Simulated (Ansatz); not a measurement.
Cs8F8 (relaxed from a model of 2x2x4 CsF rock-salt block, whose bonding it doesn't keep): single points at one geometry.

```yaml
crystal:
  periodic: [false, false, false]
  atoms:
    - {symbol: Cs, position_ang: [-1.478451, -1.476017, -4.293418]}
    - {symbol: F, position_ang: [-1.319225, -1.319163, -1.491315]}
    - {symbol: Cs, position_ang: [-1.530606, -1.531912, 1.400157]}
    - {symbol: F, position_ang: [-1.242845, -1.245707, 4.187658]}
    - {symbol: F, position_ang: [-1.248431, 1.245495, -4.185966]}
    - {symbol: Cs, position_ang: [-1.533545, 1.531423, -1.398371]}
    - {symbol: F, position_ang: [-1.318400, 1.318734, 1.492992]}
    - {symbol: Cs, position_ang: [-1.472902, 1.475877, 4.295468]}
    - {symbol: F, position_ang: [1.243064, -1.244430, -4.188180]}
    - {symbol: Cs, position_ang: [1.531537, -1.530950, -1.400932]}
    - {symbol: F, position_ang: [1.320203, -1.319046, 1.490673]}
    - {symbol: Cs, position_ang: [1.478762, -1.477206, 4.292780]}
    - {symbol: Cs, position_ang: [1.472931, 1.477148, -4.294758]}
    - {symbol: F, position_ang: [1.317151, 1.319652, -1.492477]}
    - {symbol: Cs, position_ang: [1.532210, 1.531639, 1.398861]}
    - {symbol: F, position_ang: [1.248546, 1.244462, 4.186816]}
basis:
  gaussian: {orbitals: def2-SVP, initial_orbitals: start.molden}
correlation: {method: mp2}
scf: {omitted_lower_state_checks: [starts]}
output: {orbitals: {seedname: orbitals}}
```

The file start.molden holds the orbitals of an earlier run on this structure, at another level or in another basis.

```sh
$ ansatz run in.yaml --threads 4 --pin off --events-out ev --progress --plain --max-ram 6963MiB
```

Output, abridged:

```
Functional definition: HF
2884 factors; integrals over basis functions are off by at most 4.2e-4 eV
mean field evaluation 1: about -25968.6681 eV, gradient 3.2e1 eV
mean field evaluation 2: about -25970.9072 eV, gradient 2.5e0 eV
mean field evaluation 4: about -25972.2773 eV, gradient 3.4e0 eV
mean field evaluation 8: about -25972.3098 eV, gradient 9.4e-4 eV
mean field -25972.30984437 eV, -954.4647821167 hartree, gradient 6.8e-7 eV, S^2 0.000000; 0 other end points of the search recorded, 0 dependent functions left out
8 core orbitals not correlated: weight in the atoms' cores, before any rotation towards them, 1.000 or more for the frozen orbitals, at most 0.000 for the correlated occupied ones
reference -25972.30984437 eV, -954.4647821167 hartree; 64, 64 occupied and 232, 232 virtual orbitals, 2884 factors
second order -53.69745254 eV of doubles, -0.00000000 eV of singles
Total energy: -26026.00729691 eV, -956.4381271001 hartree
Checks for a lower state left out: starts
```

It took 36 s on 4 threads of Intel Xeon on a shared host, peak host memory 1.7 GiB.

Geometry: r2SCAN-D4/def2-SVP.

In the def2 sets Cs takes a core potential; there is no spin–orbit coupling. Correlated methods freeze 8 core orbitals; core or outer-core shells of Cs are correlated, in sets that lack core-valence functions.
